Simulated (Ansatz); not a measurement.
Ag2I⁺, relaxed as a singlet with RKS PBE-D4/def2-TZVP in Ansatz, starting from the GFN1-xTB geometry. Force threshold 0.02 eV/Å.

In the def2 sets Ag, I take a core potential; there is no spin–orbit coupling. The structure comes from a short search, and lower isomers may exist.

Start:

```xyz
3

Ag    0.993   -0.188   -2.111
Ag   -1.439    0.836    1.646
I     0.446   -0.648    0.465
```

Q: Estimate the energy that the relaxation releases and the steps that it takes.

A: 1.7 kcal/mol, in 5 steps; 7.5 s on 4 threads of Arm Neoverse N1 on a shared host. No frequencies were taken in this run, so the end may be a saddle point.

Q: Does the start keep its bonding and symmetry?

A: By distances, no bond broke or formed. The bond that changes most is Ag2–I3, from 2.67 to 2.63 Å (atoms count from 1). Point group C2v at the start, C2v at the end, both within 0.05 Å.

Q: Predict the relaxed structure.

A: 
```
atom    x (Å)    y (Å)    z (Å)
 Ag1   0.7594  -0.0264  -1.9090
 Ag2  -1.3283   0.8529   1.3151
  I3   0.5690  -0.8265   0.5938
```
Bond lengths (bridged metal pairs left out): 2 × Ag–I 2.63 Å.
